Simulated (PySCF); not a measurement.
B(Cl)2(NH2) (BCl₂H₂N), SMILES ClB(Cl)N. Atoms are numbered in the order given.

```xyz
6

B      0.0000     0.0000    -0.3493
Cl     0.0000     1.5254     0.5437
Cl     0.0000    -1.5254     0.5437
N      0.0000     0.0000    -1.7398
H      0.0000    -0.8557    -2.2805
H      0.0000     0.8557    -2.2805
```

Geometry optimised at ωB97X-D3(BJ)/def2-SVP. One conformer was computed; it need not be the lowest.

Method: B3LYP/pcJ-1 (PySCF).

Isotropic couplings with Fermi-contact, spin-dipole and both spin-orbit terms, one fixed conformer, no vibrational averaging. Isotopes: 11B, 14N, 1H.

Computed spin–spin coupling constants:
```tsv
pair	bonds apart	J (Hz)
B1–N4	1	30.7
N4–H5	1	64.0
N4–H6	1	64.0
B1–H5	2	2.4
B1–H6	2	2.4
H5–H6	2	-1.5
```
